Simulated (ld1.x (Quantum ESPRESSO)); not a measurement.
revPBE ultrasoft dataset for chlorine (Cl), scalar-relativistic all-electron reference.

Input for ld1.x (Quantum ESPRESSO) 7.5:

```
&input
   title='Cl', zed=17., rel=1, dft='REVPBE', iswitch=3,
   config='[Ne] 3s2 3p4',
   nld=2, rlderiv=1.65, eminld=-4.0, emaxld=5.0, deld=0.02
 /
 &inputp
   pseudotype=3, tm=.true., lloc=-1, rcloc=1.35,
   nlcc=.true., rcore=0.80,
   which_augfun='PSQ', rmatch_augfun_nc=.true.,
   file_pseudopw='Cl.UPF', file_wfcaegen='ae.wfc', file_wfcncgen='nc.wfc', file_beta='beta', file_chi='chi', file_wfcusgen='us.wfc'
 /
4
3S  1  0   2.00   0.00  0.85  1.00  0.0
3S  1  0   0.00  -0.85  0.85  1.00  0.0
3P  2  1   4.00   0.00  1.15  1.50  0.0
3P  2  1   0.00  -0.90  1.15  1.50  0.0
 &test
   configts(1)='3s2 3p4'
 /
```

Command:

```bash
ld1.x < Cl.in > Cl.out
```

Resulting log (shortened: banner, matrices, multipoles, cross overlaps and the repeated all-electron block are left out):

```
[... start of the log left out ...]
      Wfc-us  3P rcutus= 1.517  Estimated cut-off energy=    34.08 Ry

     Q pseudized with Bessel functions
     Expected ecutrho=     257.5698 due to l1=  0   l2=  1

       Warning: n=1, l=0 expected 0 nodes, found 1
       Setting wfc to zero for this iteration
       (This warning will only be printed once per wavefunction)

       Zero norm: self consistency problem; state:  1 (l=  0, j=0.0)

     ------------------- End of pseudopotential generation -------------------

     Computing logarithmic derivative in   1.64552
       Zero norm: self consistency problem; state:  1 (l=  0, j=0.0)
       Zero norm: self consistency problem; state:  1 (l=  0, j=0.0)
       Zero norm: self consistency problem; state:  1 (l=  0, j=0.0)

       Warning: n=2, l=1 expected 0 nodes, found 1
       Setting wfc to zero for this iteration
       (This warning will only be printed once per wavefunction)

       Zero norm: self consistency problem; state:  2 (l=  1, j=0.0)
       Zero norm: self consistency problem; state:  1 (l=  0, j=0.0)
       Zero norm: self consistency problem; state:  2 (l=  1, j=0.0)
       Zero norm: self consistency problem; state:  1 (l=  0, j=0.0)
       Zero norm: self consistency problem; state:  2 (l=  1, j=0.0)
       Zero norm: self consistency problem; state:  1 (l=  0, j=0.0)
       Zero norm: self consistency problem; state:  2 (l=  1, j=0.0)

 %%%%%%%%%%%%%%%%%%%%%%%%%%%%%%%%%%%%%%%%%%%%%%%%%%%%%%%%%%%%%%%%%%%%%%%%%%%%%%
     Error in routine run_pseudo (1):
     Errors in PS-KS equation
 %%%%%%%%%%%%%%%%%%%%%%%%%%%%%%%%%%%%%%%%%%%%%%%%%%%%%%%%%%%%%%%%%%%%%%%%%%%%%%

     stopping ...
```

The run stopped because the pseudo-atom solver did not find the valence states with the expected number of nodes, which is the usual sign of a ghost state.

The run took about 0.32 s on one core of a shared server CPU.
